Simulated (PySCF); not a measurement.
SnHF2Cl, SMILES [F][SnH]([F])[Cl].

Coordinates come from a r2SCAN-D4/def2-SVP optimisation. The def2 effective core potentials stand for the cores of Sn; spin–orbit coupling is left out.

These are PySCF with HF/def2-TZVPD values and carry that method's errors.

Gas-phase values at a fixed geometry.

```json
{
  "total_energy": "-872.51934 hartree",
  "point_group": "Cs",
  "highest_occupied_level": "-13.29 eV",
  "lowest_empty_level": "0.95 eV",
  "orbital_gap": "14.24 eV",
  "dipole_moment": "3.30 D",
  "quadrupole, principal values (traceless, Buckingham form, about the centre of nuclear charge)": "-4.90, -3.03, 7.93 D·Å",
  "mean_static_polarisability": "45.5 bohr³ (6.75 Å³)",
  "polarisability_principal_values": "40.6, 42.1, 53.9 bohr³"
}
```
